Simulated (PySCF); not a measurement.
(1-methylcyclobutyl)silane (C5H12Si), SMILES CC1([SiH3])CCC1.

Geometry optimised at B3LYP-D3(BJ)/def2-SVP.

These are r2SCAN/def2-TZVP (PySCF) values and carry that method's errors.

Symmetry labels are those of the subgroup Cs that the program uses (full group Cs).

**Question.** List the valence orbital energies around the gap with their symmetry. (The exact figures need the calculation; the answer reports its results.)

**Answer.** 
```tsv
orbital	symmetry	energy (eV)
HOMO−7	A"	-9.83
HOMO−6	A'	-8.85
HOMO−5	A"	-8.69
HOMO−4	A'	-8.42
HOMO−3	A"	-8.30
HOMO−2	A'	-7.56
HOMO−1	A"	-7.49
HOMO	A'	-6.72
LUMO	A'	0.33
LUMO+1	A"	1.04
LUMO+2	A'	1.09
LUMO+3	A'	1.27
```
